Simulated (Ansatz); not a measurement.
Cl$_{2}$GeH$_{2}$ (`[Cl][GeH2][Cl]`) at its PBE0-D4/def2-TZVP geometry, where that method's forces vanish. The species carries charge 0 and has multiplicity 1.

```
atom   x (Å)   y (Å)   z (Å)
 Cl1   0.124   2.035   0.087
 Ge2  -0.072  -0.083  -0.138
 Cl3   0.757  -1.020   1.598
  H4  -1.562  -0.420  -0.196
  H5   0.754  -0.512  -1.351
```

Q: For each bond, give half the difference of the two atoms' forces along it (eV/Å; positive pushes the atoms apart) under PBE-D4, r2SCAN-D4, B3LYP-D4, ωB97M-V in def2-TZVPP. (Estimate.)

A: Ansatz gave: 
| bond | length (Å) | PBE-D4 | r2SCAN-D4 | B3LYP-D4 | ωB97M-V |
| --- | --- | --- | --- | --- | --- |
| Cl1–Ge2 | 2.140 | 0.23 | 0.05 | 0.27 | 0.06 |
| Ge2–Cl3 | 2.140 | 0.23 | 0.05 | 0.27 | 0.06 |
| Ge2–H4 | 1.528 | 0.05 | -0.05 | -0.09 | -0.12 |
| Ge2–H5 | 1.528 | 0.05 | -0.05 | -0.09 | -0.12 |

B3LYP here is the variant with VWN-RPA as its local correlation; programs differ in this.
